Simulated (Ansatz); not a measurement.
C₄N₄O₄Ti, SMILES `O=C=[N][Ti]([N]=C=O)([N]=C=O)[N]=C=O`, one more setting.

```yaml
crystal:
  periodic: [false, false, false]
  atoms:
    - {symbol: O, position_ang: [-2.689174, -0.820157, 3.147958]}
    - {symbol: C, position_ang: [-1.744966, -0.438751, 2.209437]}
    - {symbol: N, position_ang: [-1.253338, -0.273052, 1.320924]}
    - {symbol: Ti, position_ang: [-0.119427, -0.034198, -0.012075]}
    - {symbol: N, position_ang: [0.476041, 1.803876, -0.130522]}
    - {symbol: C, position_ang: [0.711143, 3.027185, 0.038491]}
    - {symbol: O, position_ang: [1.090519, 4.083111, 0.020765]}
    - {symbol: N, position_ang: [1.501924, -0.982084, 0.240828]}
    - {symbol: C, position_ang: [2.565027, -1.598827, 0.378174]}
    - {symbol: O, position_ang: [3.440659, -2.272286, 0.554774]}
    - {symbol: N, position_ang: [-0.796304, -0.451569, -1.666662]}
    - {symbol: C, position_ang: [-1.386095, -0.689651, -2.710136]}
    - {symbol: O, position_ang: [-1.901075, -0.865428, -3.600215]}
basis:
  gaussian: {orbitals: x2c-TZVPPall}
hamiltonian: {xc: {name: HSE06}}
accuracy: high
```

```sh
$ ansatz run in.yaml --threads 4 --pin off --events-out ev --progress --plain --max-ram 46080MiB --backend cuda --devices 0, --max-vram 37GiB
```

It prints (some lines left out):

```
Functional definition: HSE06
  name "HSE06"
  cite "Heyd, Scuseria & Ernzerhof, J. Chem. Phys. 118, 8207 (2003) doi:10.1063/1.1564060"
  cite "Krukau, Vydrov, Izmaylov & Scuseria, J. Chem. Phys. 125, 224106 (2006) doi:10.1063/1.2404663"
  cite "Heyd & Scuseria, J. Chem. Phys. 120, 7274 (2004) doi:10.1063/1.1668634"
  cite "Ernzerhof & Perdew, J. Chem. Phys. 109, 3313 (1998) doi:10.1063/1.476928"
  cite "Perdew, Burke & Ernzerhof, Phys. Rev. Lett. 77, 3865 (1996) doi:10.1103/PhysRevLett.77.3865"
  parent pbe
  parameter a = 0.25
  parameter omega = 0.11/bohr
  # The whole range is PBE's own exchange, as in plane waves. The composition of these papers is wPBEh.
  exchange = pbe_x - a*pbe_x_sr(omega) + a*exact_x_sr(omega)
  correlation = pbe_c
7146 factors; integrals over basis functions are off by at most 4.3e-7 eV
168 factors; integrals over basis functions are off by at most 2.1e-9 eV
mean field evaluation 1: about -41495.9647 eV, gradient 1.2e2 eV
mean field evaluation 2: about -41164.5784 eV, gradient 5.0e2 eV
mean field evaluation 4: about -41485.4712 eV, gradient 1.4e2 eV
mean field evaluation 8: about -41521.5640 eV, gradient 7.4e-3 eV
mean field -41521.56401506 eV, -1525.8893332266 hartree, gradient 1.5e-8 eV, S^2 0.000000; 0 other end points of the search recorded, 0 dependent functions left out
reference -41521.56402028 eV, -1525.8893334185 hartree; 53, 53 occupied and 383, 383 virtual orbitals, 7146 factors
Total energy: -41521.56402028 eV, -1525.8893334185 hartree
Relativity: scalar
```

Run time 10 s (4 threads of an AMD EPYC 7R13 on a shared host and a share of an NVIDIA H100 80 GB); peak host memory 1.7 GiB.
